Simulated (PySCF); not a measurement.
# Computed spin Hamiltonian

Compound: SiCl₃ (doublet state).
Bonds: Cl1–Si2, Si2–Cl3, Si2–Cl4.

The species is `Cl[Si](Cl)Cl` [radical].

Computed with UKS B3LYP, pcH-1 on Cl Si, non-relativistic, mean-field spin-orbit, GIAO in PySCF 2.14.0. Isolated species at its GFN2-xTB geometry, gas phase. The geometry wasn't refined by DFT: couplings that depend on bond lengths, twists or pyramidal angles can differ widely from those at the functional's own minimum, by a factor of two or more for some ions and for spin on atoms past the first row. The SCF solution wasn't tested for stability.

| Item | Value |
| --- | --- |
| g1, g2, g3 | 2.00260, 2.00596, 2.00596 |
| g_iso | 2.00484 |
| Form of g | axial |
| ⟨S²⟩ | 0.7515 (exact 0.7500) |
| HOMO–LUMO gap, α and β orbitals | 6.76, 5.33 eV |
| Total energy | -1670.21012 Eh |
| Basis functions | 140 |

Hyperfine couplings atom by atom, in MHz; T1 to T3 are the principal values of the dipolar part; ρ(0) is the spin density at the nucleus:

```csv
atom,isotope,a_iso,of which spin–orbit,T1,T2,T3,Mulliken spin population,ρ(0) (bohr⁻³)
Cl1,35Cl,33.8,0.8,-22.4,-22.2,44.6,0.09,0.0754
Si2,29Si,-1169.2,0.8,-120.9,60.4,60.4,0.74,1.3165
Cl3,35Cl,33.8,0.8,-22.4,-22.2,44.5,0.09,0.0753
Cl4,35Cl,33.8,0.8,-22.4,-22.2,44.5,0.09,0.0754
```

The largest Mulliken spin populations are on Si2 (+0.74), Cl1 (+0.09), Cl3 (+0.09) and Cl4 (+0.09). No atom but Si2 exceeds +0.15. The angles at Si2 add up to 329.0°, so it is pyramidal.

Under fast tumbling the dipolar parts average out, and these isotropic splittings remain: 3 × 35Cl (Cl1/Cl3/Cl4, I = 3/2, 10 lines) with 1.20 mT.

Main isotope only: 35Cl (natural samples also hold 24 % 37Cl, magnetic too, which adds its own pattern).

The 29Si coupling of Si2 (-1169.2 MHz) shows only in satellite lines or after enrichment, since that isotope makes up about 4.7 % of natural silicon.
